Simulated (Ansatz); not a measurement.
Mulliken charges of C2H3AlO (`C#[C][AlH][OH]`) from r2SCAN/def2-TZVPP in Ansatz (PBE0-D4/def2-TZVP geometry).

| atom | x (Å) | y (Å) | z (Å) | charge (e) |
| --- | --- | --- | --- | --- |
| C1 | -1.812 | -1.066 | -0.321 | -0.084 |
| C2 | -0.873 | -0.373 | -0.002 | -0.489 |
| Al3 | 0.596 | 0.727 | 0.515 | 0.736 |
| O4 | 2.072 | 0.578 | -0.297 | -0.434 |
| H5 | -2.641 | -1.676 | -0.601 | 0.221 |
| H6 | 0.505 | 1.780 | 1.674 | -0.141 |
| H7 | 2.215 | -0.037 | -1.014 | 0.191 |

Question: By hand: the dipole of these point charges (1 e Å = 4.8032 D).

Answer: Σ q r = (-0.113, -0.072, -0.027) e Å, of length 0.137 e Å = 0.66 D.

Question: How does the dipole of the full density compare? (Estimate.)

Answer: Ansatz gave: (-0.170, -0.257, -0.197) e Å, 1.76 D; the point charges give 0.38 times that, at 31° from its direction.

Point charges leave out the atoms' own dipoles, such as those of lone pairs, and Mulliken's split depends on the basis, so the two needn't agree.
